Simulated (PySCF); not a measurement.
**Simulated absorption spectrum**

C₅H₅F₃Si.
InChI=1S/C5H5F3Si/c1-3-4(2)9-5(6,7)8/h1H,2,9H2

Computed with TDDFT CAM-B3LYP/def2-SVPD, vertical, gas phase, core orbitals frozen in the response (PySCF). Geometry: GFN2-xTB, one conformer, isolated molecule. Torsions of this conformer, `[CH:1]#[C:2][C:3](=[CH2:4])[SiH2:5][C:6]([F:7])([F:8])[F:9]`: C2–C3–Si5–C6 180°, C3–Si5–C6–F7 180°.

Computed states:

```json
{"state": "S1", "E (eV)": "5.27", "f": "0.0000"}
{"state": "S2", "E (eV)": "5.57", "f": "0.186"}
{"state": "S3", "E (eV)": "6.22", "f": "0.0004"}
{"state": "S4", "E (eV)": "7.02", "f": "0.0052"}
{"state": "S5", "E (eV)": "7.16", "f": "0.0032"}
{"state": "S6", "E (eV)": "7.36", "f": "0.213"}
{"state": "S7", "E (eV)": "7.41", "f": "0.0007"}
{"state": "S8", "E (eV)": "7.66", "f": "0.032"}
```

Broadening: Gaussians 0.25 eV wide at half height, area fixed by f = 4.319×10⁻⁹ ∫ε dν̃. The width is an assumption, not a result. The curve ends short of the highest state used, and states not computed would add to its high-energy end.

Question: What does the envelope look like, and where are its maxima?

Answer: 
(E (eV), ε (L mol⁻¹ cm⁻¹)): (4.89, 0), (4.97, 0), (5.04, 1), (5.12, 4), (5.19, 34), (5.27, 356), (5.34, 1849), (5.41, 6272), (5.49, 14897), (5.56, 19933), (5.64, 16329), (5.71, 8607), (5.79, 2431), (5.86, 505), (5.94, 50), (6.01, 10), (6.09, 19), (6.16, 33), (6.24, 38), (6.31, 27), (6.39, 11), (6.46, 3), (6.54, 0), (6.61, 0), (6.68, 3), (6.76, 27), (6.83, 111), (6.91, 344), (6.98, 639), (7.06, 1180)

Maxima: 222 nm (5.57 eV), ε about 20000, made up of S2 (100%); 199 nm (6.22 eV), ε about 39, made up of S3 (100%) (ε in L mol⁻¹ cm⁻¹; maxima over ε = 5, shares over 10%). At its high-energy end, 7.06 eV, the curve is still rising (ε about 1200, from S4, S5 and S6).

Question: On this curve, what absorbance would a 10⁻⁵ mol/L sample give at 193 nm over a 1 cm path?

Answer: 193 nm is 6.424 eV, where ε is about 6.1 L mol⁻¹ cm⁻¹, so A = ε c l ≈ 6.1e-05 (Beer–Lambert, with the gas-phase spectrum and the assumed width).

Question: What would ε be at 5.57 eV, the highest of these maxima, with half the width (0.125 eV)?

Answer: About 40100 L mol⁻¹ cm⁻¹ against 20100, a factor of about 2.00; a lone state at its own centre would give exactly 2.

Question: Coming from long wavelengths, where does ε first pass 100 L mol⁻¹ cm⁻¹?

Answer: At about 237 nm (5.23 eV), 0.04 eV below S1.
